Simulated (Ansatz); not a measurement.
Z-matrix (Å, degrees):
```
B
C 1 1.731
C 1 1.887 2 39.8
C 1 1.689 2 48.4 3 180.0
H 1 1.195 2 117.2 3 -82.5
H 1 1.195 2 117.2 3 82.5
Si 3 1.830 1 132.6 2 -180.0
H 4 1.085 1 116.4 2 -109.8
H 4 1.085 1 116.4 2 109.8
H 7 1.483 3 109.3 1 -179.5
H 7 1.482 3 108.5 1 -59.3
H 7 1.482 3 108.5 1 60.2
```

Charge 0, multiplicity 1. The bonds changed during the relaxation, so this is another structure than the one it started from.

**Question.** List the ωB97M-V/def2-TZVPP orbital energies in eV (Ansatz). (Estimate.)

**Answer.** Computed: Occupied: -1807.51, -283.02, -282.19, -282.18, -187.40, -148.59, -102.72, -102.69, -102.69, -26.94, -22.79, -19.03, -16.77, -16.12, -15.76, -13.96, -12.82, -12.73, -12.14, -11.73, -10.39, -10.18. Lowest empty: 1.39, 1.43, 2.05, 2.50, 2.84, 3.03, 3.35, 3.41.
